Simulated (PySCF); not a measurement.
Al(All)(H)(OMe) (C₄H₉AlO), SMILES C=C[CH2][AlH][O]C.

The structure is a stationary point at B3LYP-D3(BJ)/def2-SVP. The structure was generated by enumeration; whether it is a known compound was not checked. One conformer was computed; it need not be the lowest.

Two levels are set side by side: TDA-PBE/def2-SVPD (PySCF) and TDA-PBE0/def2-SVPD (PySCF). Vertical, same geometry. The lowest singlet is HOMO→LUMO 59 %, HOMO→LUMO+1 33 % with PBE and HOMO→LUMO 79 %, HOMO→LUMO+1 12 % with the other functional; states are paired by order. Differences are taken from unrounded values.

```
quantity                               TDA-PBE
-------------------------------------  -------
lowest singlet excitation (eV)            4.92
lowest triplet excitation (TDA) (eV)      3.77
first bright state (f over 0.05) (eV)     4.92
its oscillator strength                   0.12
```

Q: These are the TDA-PBE values. What does TDA-PBE0 give? (Estimate from the structure and the level; the computed values follow.)

A: 
```json
[
 {"quantity": "lowest singlet excitation (eV)", "TDA-PBE0": "5.42", "TDA-PBE minus TDA-PBE0": "-0.50"},
 {"quantity": "lowest triplet excitation (TDA) (eV)", "TDA-PBE0": "3.81", "TDA-PBE minus TDA-PBE0": "-0.04"},
 {"quantity": "first bright state (f over 0.05) (eV)", "TDA-PBE0": "5.42", "TDA-PBE minus TDA-PBE0": "-0.50"},
 {"quantity": "its oscillator strength", "TDA-PBE0": "0.16", "TDA-PBE minus TDA-PBE0": "-0.04"}
]
```

Functionals without exact exchange tend to place singlet excitations lower, as here. Differences between two approximate levels are no errors against the true value.

Rough cost on one machine, each run with all the roots and properties that it gave: TDA-PBE0 against TDA-PBE about 3 times.
